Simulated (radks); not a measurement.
Results of a calculation; reference values are marked as such.
Neutral tungsten, 74 electrons, occupied as [Xe] 4f14 5d4 6s2 (the NIST ground configuration).

Code: a radial shooting solver on a logarithmic mesh with Libxc functionals. Model: Dirac Kohn-Sham, PBE, spin-unpolarised, spherical densities, point nucleus; open shells fill j = l - 1/2 first.

Energy parts (hartree):
| part | energy |
|---|---|
| total | -16165.9372 |
| kinetic | 18218.2942 |
| electron-nucleus | -40387.1359 |
| Hartree | 6328.0054 |
| exchange-correlation | -325.1008 |

Orbitals (lengths in bohr, moments of r in powers of bohr; r(max) is where P^2 peaks):
orbital  occ.  eigenvalue (hartree)       <r^4>   r(max)
1s1/2       2             -2550.377   5.815e-07  0.01145
2s1/2       2             -439.8596  0.00008703  0.06586
2p1/2       2             -420.5769  0.00005245  0.04896
2p3/2       4             -370.8593  0.00007642  0.05580
3s1/2       2             -101.2789    0.003217   0.1855
3p1/2       2             -92.70221    0.002840   0.1737
3p3/2       4             -81.95128    0.003753   0.1877
3d3/2       4             -67.53216    0.002549   0.1471
3d5/2       6             -65.19459    0.002775   0.1510
4s1/2       2             -20.87592     0.07568   0.4210
4p1/2       2             -17.32048     0.08278   0.4208
4p3/2       4             -14.82914      0.1095   0.4504
4d3/2       4              -8.99565      0.1411   0.4471
4d5/2       6              -8.53669      0.1542   0.4565
5s1/2       2              -2.88006       2.436   0.9636
5p1/2       2              -1.82974       3.836    1.034
5p3/2       4              -1.47010       5.471    1.118
4f5/2       6              -1.24156      0.5002   0.4263
4f7/2       8              -1.15937      0.5404   0.4312
6s1/2       2              -0.20594       223.5    2.672
5d3/2       4              -0.17074       57.13    1.473
5d5/2       0              -0.14460       72.36    1.524

The highest occupied level is 5d3/2 at -4.646 eV. For comparison, the ionisation energy in NIST's Atomic Spectra Database is 7.864 eV (measured). In exact Kohn-Sham theory the highest level is minus the ionisation energy, but local and semilocal functionals leave it too shallow, through self-interaction and a potential that decays too fast; potentials with the right tail come closer. The density falls to 0.001 e/bohr^3 at r = 4.79 bohr.

Beside tabulated values, note that spin-unpolarised runs miss the spin-polarisation part of the exchange energy of open shells.
